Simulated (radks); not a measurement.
Question: Successive ionisation energies (eV) of one element, from differences of total energies of ions in their ground configurations, starting at charge 22: 638.32, 684.71, 732.27, 780.97, 830.80, 881.73, 1129.0, 1179.0, 1229.5, 1280.7, 1332.4, 1384.8, 1456.8, 1511.0, 1565.8, 1621.1, 1832.6, 1887.1, 1941.9, 1996.9, 2153.2, 2211.5. Calculated with a radial shooting solver on a logarithmic mesh with Libxc functionals: Dirac Kohn-Sham, PBE, spin-unpolarised, spherical densities, finite nucleus; open shells fill j = l - 1/2 first; Fermi nuclear charge, rms radius 5.3658 fm. Which element is it?

Answer: Tungsten (Z = 74). The first species listed is W22+ in [Kr] 4d10 4f6, the last W43+ in [Ar] 3d10 4s2 4p1.
